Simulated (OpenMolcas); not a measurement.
Cu⁶⁺.

| Property | Result |
| --- | --- |
| Program | OpenMolcas |
| Method | CASSCF |
| Basis | ANO-RCC-VQZP [7s6p4d3f2g1h] |
| Scalar Hamiltonian | DKH2, point nucleus |
| Active space | 5 electrons in 5 orbitals (3d) |
| State averaging | 2S+1 = 6 even, 1 root; 2S+1 = 4 even, 24 roots; 2S+1 = 2 even, 75 roots |
| Spin-orbit coupling | state interaction with AMFI integrals over the reference wave functions, term energies averaged over their components |

Levels without dynamic correlation, in cm-1 above 3d5 6S 5/2:

```tsv
Level	E
3d5 4D 7/2	64396
3d5 4G 5/2	51859
3d5 4P 5/2	59435
3d5 2I 11/2	73998
```

On this reference, MS-CASPT2, IPEA 0.25 Eh, imaginary shift 0.1 Eh (closed shells correlated: 3s 3p) puts 3d5 4D 7/2 at 57160 cm-1.

Q: Estimate the other levels at that method by one scale factor, and say how well it serves.

A: The factor is 57160 / 64396 = 0.888. Scaled values beside those that MS-CASPT2 gives and measured ones (the list in Gamrath, thesis, University of Mons (2023)):
```tsv
Level	Scaled	MS-CASPT2	Miss (%)	Measured
3d5 4G 5/2	46051	47700	-3.5	
3d5 4P 5/2	52778	52390	+0.7	50732
3d5 2I 11/2	65710	69780	-5.8	67757
```
For these levels the scaled values miss MS-CASPT2 by up to 5.8 %, as correlation changes each term by its own factor, spin-orbit parts do not scale and CASPT2 has its own spread within terms. This holds within one configuration; levels of others move differently, and the target method has errors of its own against measurement.

CASPT2 breaks the degeneracy within a term, and the mean is taken; among the terms shown or strongly mixed into the levels shown the widest spread is 340 cm-1 (3d5 4G, MS-CASPT2). Without dynamic correlation excited terms often stand tens of per cent too high (terms of higher spin than the ground term too low), and those without a measured partner can miss by more than the paired ones (holds for CASSCF). Blocks of more than 70 roots (2S+1 = 2 even) ran without multistate coupling (holds for MS-CASPT2). Measured partners are found by configuration, term and J. A level has none where our copy of the source lacks it or the pairing is in doubt (some pairs that miss far off the trend of their configuration count as doubtful), and it then counts in no deviation. Only configurations of the active space appear.
